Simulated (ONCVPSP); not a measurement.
## Configuration tests for I (Z = 53) (ONCV)

ONCVPSP 4.0.1 input, shortened (lines: element, Z, core and valence counts, functional; n l f; lmax; l rc ep ncon nbas qcut; lloc lpopt rc5 dvloc0; l nproj debl; icmod fcfact rcfact), LDA (Perdew-Zunger), scalar-relativistic:

```
  I 53.00    6    5        3      upf
    1    0    2.00
    2    0    2.00
    2    1    6.00
    3    0    2.00
    3    1    6.00
    3    2   10.00
    4    0    2.00
    4    1    6.00
    4    2   10.00
    5    0    2.00
    5    1    5.00
    2
    0    1.30    0.00    4    7   11.50
    1    1.35    0.00    4    7   12.70
    2    1.15    0.00    3    7   11.60
    4    2    1.15    2.00
    0    2    0.70
    1    3    4.00
    2    2    3.70
    0    0.00    0.00
```

Energies are relative to the spin-unpolarised reference configuration 4s2 4p6 4d10 5s2 5p5; without spin polarisation the order of configurations can differ from experiment.

(1) Give the all-electron excitation energy and the error of the potential for: 4s2 4p6 4d10 5s2 5p4; 4s2 4p6 4d10 5s2 5p3; 4s2 4p6 4d10 5s2 5p2; 4s2 4p6 4d9 5s2 5p6.

Results:

(1)

```csv
valence configuration,charge,ΔE all-electron (eV),error AE − PS (meV)
4s2 4p6 4d10 5s2 5p4,+1,11.305,-2.5
4s2 4p6 4d10 5s2 5p3,+2,31.369,-7.3
4s2 4p6 4d10 5s2 5p2,+3,60.983,-15
4s2 4p6 4d9 5s2 5p6,0,45.775,+15
```
